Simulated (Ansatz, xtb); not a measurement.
**C3H5ClN2Si: which of two isomers lies lower**

Structure I: `[SiH3]n1cnc(Cl)c1`, a singlet. Structure II: `[SiH3]n1cncc1Cl`, a singlet. Both are isolated molecules in the gas phase, relaxed with r2SCAN-D4/def2-SVP.

**Question.** Which of the two would you expect CCSD(T)/def2-SVP + ΔMP2/def2-TZVPP electronic energies to favour?

**Answer.** Too close to call at this level: CCSD(T)/def2-SVP + ΔMP2/def2-TZVPP gives E(II) − E(I) = +2.60 kJ/mol.

How the difference moves with the method:

```csv
level,geometry,E(II) − E(I) (kJ/mol),departure from the last row (kJ/mol),"job, with rough time for the two"
GFN2-xTB,GFN2-xTB,−4.49,−7.09,"optimisation, 0.59 s"
HF/STO-3G,GFN2-xTB,+5.68,+3.08,"single point, 2.8 s"
r2SCAN-D4/def2-SVP//GFN2-xTB,GFN2-xTB,+2.27,−0.33,"single point, 15 s"
r2SCAN-D4/def2-SVP,r2SCAN-D4/def2-SVP,+1.32,−1.28,"optimisation, 2.3 min"
HF/def2-SVP,r2SCAN-D4/def2-SVP,+3.78,+1.17,part of the CCSD(T) run
MP2/def2-SVP,r2SCAN-D4/def2-SVP,+1.42,−1.18,part of the CCSD(T) run
CCSD(T)/def2-SVP,r2SCAN-D4/def2-SVP,+0.90,−1.70,single point
CCSD(T)/def2-SVP + ΔMP2/def2-TZVPP,r2SCAN-D4/def2-SVP,+2.60,,"single point, 3.5 min"
```

As drawn, both hold the same kinds of bond in the same numbers.

The largest departure from CCSD(T)/def2-SVP + ΔMP2/def2-TZVPP is that of GFN2-xTB, 7.09 kJ/mol. The last row adds to CCSD(T) the change of the MP2 difference between the two basis sets, here +1.70 kJ/mol.

With thermal terms from frequencies at re-optimised GFN2-xTB minima (ideal gas, soft modes damped towards free rotors, one conformer each, 298.15 K, 1 atm): on the last row, ΔE + ΔZPE = +3.45, ΔH = +3.03, ΔG = +4.70 kJ/mol.

The correlated steps freeze 15 core orbitals. Programs: Ansatz 0.2.0, xtb 6.7.1; the last row on 2 threads of AMD EPYC (Zen 3) on a shared host.
